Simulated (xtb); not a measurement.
Method: GFN2-xTB (xtb).

```
xtb start.xyz --ohess tight --gfn 2 --chrg 0 --uhf 0 --iterations 400

# start.xyz
12

Cl    -2.487313     1.937777    -0.311372
Si    -1.660136     0.106545    -0.120535
C      0.111378     0.300546     0.481192
C      1.256131     0.331458    -0.497155
C      1.069342    -0.855323     0.384661
H     -1.684907    -0.542580    -1.430057
H     -2.449722    -0.650271     0.850454
H      0.244384     0.930419     1.354686
H      2.080490     0.999368    -0.295734
H      1.036515     0.225785    -1.549035
H      0.717833    -1.773116    -0.062062
H      1.766004    -1.010610     1.194954
```

Output:

```
[...]
         :: -> dispersion             -0.007679291890 Eh    ::
         :: repulsion energy           0.178249211903 Eh    ::
         :: add. restraining           0.000000000000 Eh    ::
         :: total charge              -0.000000000000 e     ::
         :::::::::::::::::::::::::::::::::::::::::::::::::::::

           -------------------------------------------------
          |                Numerical Hessian                |
           -------------------------------------------------
step length          :   0.00500
SCC accuracy         :   0.30000
Hessian scale factor :   1.00000
frozen atoms in %    :   0.00000    0
RMS gradient         :   0.00008
estimated CPU  time      0.00 min
estimated wall time      0.00 min

writing file <hessian>.

 projected vibrational frequencies (cm⁻¹)
eigval :       -0.00    -0.00    -0.00    -0.00     0.00     0.00
eigval :       31.86   118.75   249.31   265.71   484.90   507.51
eigval :      575.02   675.94   711.76   781.84   809.03   847.30
eigval :      957.27  1003.07  1027.52  1071.00  1073.62  1105.10
eigval :     1157.45  1244.56  1347.73  1449.21  1490.34  2249.92
eigval :     2272.93  3021.92  3082.62  3084.54  3086.71  3102.03
           -------------------------------------------------
          |                Property Printout                |
           -------------------------------------------------

    * Orbital Energies and Occupations

         #    Occupation            Energy/Eh            Energy/eV
      -------------------------------------------------------------
         1        2.0000           -1.0528468             -28.6494
       ...           ...                  ...                  ...
         3        2.0000           -0.6405014             -17.4289
         4        2.0000           -0.5708083             -15.5325
         5        2.0000           -0.5573746             -15.1669
         6        2.0000           -0.5247059             -14.2780
         7        2.0000           -0.4955483             -13.4846
         8        2.0000           -0.4591479             -12.4940
         9        2.0000           -0.4563909             -12.4190
        10        2.0000           -0.4531844             -12.3318
        11        2.0000           -0.4397547             -11.9663
        12        2.0000           -0.4320619             -11.7570
        13        2.0000           -0.4268218             -11.6144
        14        2.0000           -0.4212206             -11.4620
        15        2.0000           -0.4066579             -11.0657 (HOMO)
        16                         -0.1933780              -5.2621 (LUMO)
        17                         -0.1827420              -4.9727
        18                         -0.1712795              -4.6608
        19                         -0.0910116              -2.4766
        20                         -0.0553267              -1.5055
        21                         -0.0110384              -0.3004
        22                          0.0031210               0.0849
        23                          0.0272887               0.7426
        24                          0.0273731               0.7449
        25                          0.0390287               1.0620
        26                          0.0437436               1.1903
       ...                                ...                  ...
        37                          0.7665469              20.8588
      -------------------------------------------------------------
                  HL-Gap            0.2132799 Eh            5.8036 eV
             Fermi-level           -0.3000180 Eh           -8.1639 eV

     #   Z          covCN         q      C6AA      α(0)
     1  17 Cl       0.804    -0.257   107.191    15.838
     2  14 Si       3.531     0.491    99.767    19.269
     3   6 C        3.756    -0.121    22.870     6.819
     4   6 C        3.811    -0.060    21.644     6.622
     5   6 C        3.812    -0.065    21.738     6.636
     6   1 H        0.919    -0.068     4.572     3.344
     7   1 H        0.919    -0.070     4.617     3.360
     8   1 H        0.925     0.029     2.596     2.520
     9   1 H        0.926     0.035     2.518     2.481
    10   1 H        0.926     0.028     2.615     2.529
    11   1 H        0.926     0.023     2.687     2.563
    12   1 H        0.926     0.034     2.528     2.486

 Mol. C6AA /au·bohr⁶  :       2159.883839
 Mol. C8AA /au·bohr⁸  :      71771.098732
 Mol. α(0) /au        :         74.468921

Wiberg/Mayer (AO) data.
largest (>0.10) Wiberg bond orders for each atom

 ---------------------------------------------------------------------------
     #   Z sym  total        # sym  WBO       # sym  WBO       # sym  WBO
 ---------------------------------------------------------------------------
     1  17 Cl   1.198 --     2 Si   1.091
     2  14 Si   3.812 --     1 Cl   1.091     3 C    0.907     6 H    0.889
                             7 H    0.887
     3   6 C    3.932 --     8 H    0.977     5 C    0.976     4 C    0.971
                             2 Si   0.907
     4   6 C    3.951 --     5 C    0.996    10 H    0.984     9 H    0.980
                             3 C    0.971
     5   6 C    3.949 --     4 C    0.996    11 H    0.986    12 H    0.980
                             3 C    0.976
     6   1 H    0.995 --     2 Si   0.889
     7   1 H    0.995 --     2 Si   0.887
     8   1 H    0.999 --     3 C    0.977
     9   1 H    0.999 --     4 C    0.980
    10   1 H    0.999 --     4 C    0.984
    11   1 H    0.999 --     5 C    0.986
    12   1 H    0.998 --     5 C    0.980
 ---------------------------------------------------------------------------

Topologies differ in total number of bonds
Writing topology from bond orders to xtbtopo.mol

molecular dipole:
                 x           y           z       tot (Debye)
 q only:        0.258      -0.699       0.059
   full:        0.472      -0.645       0.110       2.052
molecular quadrupole (traceless):
                xx          xy          yy          xz          yz          zz
 q only:       -0.789       5.368      -1.792      -0.541       0.676       2.580
  q+dip:       -1.860       6.674      -2.548       0.125       1.615       4.408
   full:       -1.151       5.828      -2.322       0.073       1.330       3.473

           -------------------------------------------------
          |                Geometry Summary                 |
           -------------------------------------------------

      molecular mass/u    :      106.6262292
   center of mass at/Å    :       -0.9736388       0.6300054      -0.0931483
  moments of inertia/u·Å² :        0.6094271E+02   0.3286116E+03   0.3600073E+03
rotational constants/cm⁻¹ :        0.2766144E+00   0.5129957E-01   0.4682580E-01

 * 12 selected distances

     #   Z          #   Z                                           value/Å
     1  17 Cl       2  14 Si                                      2.0184281 (max)
     2  14 Si       3   6 C                                       1.8809504
     3   6 C        4   6 C                                       1.5061800
     3   6 C        5   6 C                                       1.5043427
     4   6 C        5   6 C                                       1.4902816
     2  14 Si       6   1 H                                       1.4617883
     2  14 Si       7   1 H                                       1.4625445
     3   6 C        8   1 H                                       1.0850910
     4   6 C        9   1 H                                       1.0799269
     4   6 C       10   1 H                                       1.0797452
     5   6 C       11   1 H                                       1.0795667 (min)
     5   6 C       12   1 H                                       1.0798273

 * 5 distinct bonds (by element types)

   Z      Z             #   av. dist./Å        max./Å        min./Å
   1 H    6 C           5     1.0808314     1.0850910     1.0795667
   6 C    6 C           3     1.5002681     1.5061800     1.4902816
   1 H   14 Si          2     1.4621664     1.4625445     1.4617883
   6 C   14 Si          1     1.8809504     1.8809504     1.8809504
  14 Si  17 Cl          1     2.0184281     2.0184281     2.0184281

           -------------------------------------------------
          |               Frequency Printout                |
           -------------------------------------------------
 projected vibrational frequencies (cm⁻¹)
eigval :       -0.00    -0.00    -0.00    -0.00     0.00     0.00
eigval :       31.86   118.75   249.31   265.71   484.90   507.51
eigval :      575.02   675.94   711.76   781.84   809.03   847.30
eigval :      957.27  1003.07  1027.52  1071.00  1073.62  1105.10
eigval :     1157.45  1244.56  1347.73  1449.21  1490.34  2249.92
eigval :     2272.93  3021.92  3082.62  3084.54  3086.71  3102.03
 reduced masses (amu)
   1: 14.86   2: 14.63   3: 22.44   4: 22.47   5: 29.99   6: 22.52   7: 16.21   8: 21.41
   9: 11.48  10: 12.15  11: 11.35  12: 26.03  13:  1.81  14: 10.84  15:  6.15  16:  2.49
  17:  1.50  18:  1.94  19: 10.81  20:  9.32  21:  3.27  22:  3.87  23:  4.10  24:  1.67
Molecule has no symmetry elements
It seems to be the C1 point group
  25:  4.58  26:  4.44  27:  7.84  28:  1.98  29:  5.05  30:  2.15  31:  1.55  32:  1.82
  33:  2.04  34:  1.49  35:  1.49  36:  2.12
 IR intensities (km·mol⁻¹)
   1:  0.38   2:  0.36   3:  0.08   4:  0.35   5:  0.10   6:  0.08   7:  0.66   8:  2.43
   9:  0.29  10:  2.60  11: 69.13  12: 60.14  13:  0.26  14: 14.98  15:486.46  16:198.30
  17:  4.01  18: 15.75  19:  0.29  20: 42.11  21: 10.43  22:  0.98  23:  0.21  24:  0.39
  25:  0.11  26:  0.45  27: 19.33  28:  0.06  29:  2.65  30:331.16  31:130.55  32: 28.75
  33:  1.13  34: 18.82  35: 30.98  36: 63.88
 Raman intensities (Ä⁴*amu⁻¹)
   1:  0.00   2:  0.00   3:  0.00   4:  0.00   5:  0.00   6:  0.00   7:  0.00   8:  0.00
   9:  0.00  10:  0.00  11:  0.00  12:  0.00  13:  0.00  14:  0.00  15:  0.00  16:  0.00
  17:  0.00  18:  0.00  19:  0.00  20:  0.00  21:  0.00  22:  0.00  23:  0.00  24:  0.00
  25:  0.00  26:  0.00  27:  0.00  28:  0.00  29:  0.00  30:  0.00  31:  0.00  32:  0.00
  33:  0.00  34:  0.00  35:  0.00  36:  0.00
 output can be read by thermo (or use thermo option).
 writing <g98.out> molden fake output.
 recommended (thermochemical) frequency scaling factor: 1.0
           -------------------------------------------------
          |             Thermodynamic Functions             |
           -------------------------------------------------

c1  symmetry found (for desy threshold:  0.10E+00) used in thermo

          ...................................................
          :                      SETUP                      :
          :.................................................:
          :  # frequencies                          30      :
          :  # imaginary freq.                       0      :
          :  linear?                             false      :
          :  only rotor calc.                    false      :
          :  symmetry                               c1      :
          :  rotational number                       1      :
          :  scaling factor                  1.0000000      :
          :  rotor cutoff                   50.0000000 cm⁻¹ :
          :  imag. cutoff                  -20.0000000 cm⁻¹ :
          :.................................................:

    mode    ω/cm⁻¹     T·S(HO)/kcal·mol⁻¹    T·S(FR)/kcal·mol⁻¹   T·S(vib)
   ------------------------------------------------------------------------
       1     31.86    -1.70246 ( 14.15%)    -1.18943 ( 85.85%)    -1.26204
       2    118.75    -0.93042 ( 96.95%)    -0.80014 (  3.05%)    -0.92645
       3    249.31    -0.51741 ( 99.84%)    -0.58050 (  0.16%)    -0.51752
       4    265.71    -0.48419 ( 99.87%)    -0.56164 (  0.13%)    -0.48429
   ------------------------------------------------------------------------

   temp. (K)  partition function   enthalpy   heat capacity  entropy
                                   cal/mol     cal/K/mol   cal/K/mol   J/K/mol
 298.15  VIB   49.3                 2420.537     16.462     14.377
         ROT  0.205E+06              888.752      2.981     27.288
         INT  0.101E+08             3309.289     19.443     41.665
         TR   0.107E+28             1481.254      4.968     39.891
         TOT                        4790.5434    24.4114    81.5558   341.2294

       T/K    H(0)-H(T)+PV         H(T)/Eh          T*S/Eh         G(T)/Eh
   ------------------------------------------------------------------------
    298.15    0.763422E-02    0.962241E-01    0.387498E-01    0.574743E-01
   ------------------------------------------------------------------------

         :::::::::::::::::::::::::::::::::::::::::::::::::::::
         ::                  THERMODYNAMIC                  ::
         :::::::::::::::::::::::::::::::::::::::::::::::::::::
         :: total free energy         -16.231988723537 Eh   ::
         ::.................................................::
         :: total energy              -16.289463012510 Eh   ::
         :: zero point energy           0.088589859372 Eh   ::
         :: G(RRHO) w/o ZPVE           -0.031115570399 Eh   ::
         :: G(RRHO) contrib.            0.057474288973 Eh   ::
         :::::::::::::::::::::::::::::::::::::::::::::::::::::

optimized geometry written to: xtbopt.xyz

           -------------------------------------------------
          | TOTAL ENERGY              -16.289463012510 Eh   |
          | TOTAL ENTHALPY            -16.193238936349 Eh   |
          | TOTAL FREE ENERGY         -16.231988723537 Eh   |
          | GRADIENT NORM               0.000079167494 Eh/α |
          | HOMO-LUMO GAP               5.803641305860 eV   |
           -------------------------------------------------

------------------------------------------------------------------------
```

Cost: about 0.29 core-seconds (a rough figure).
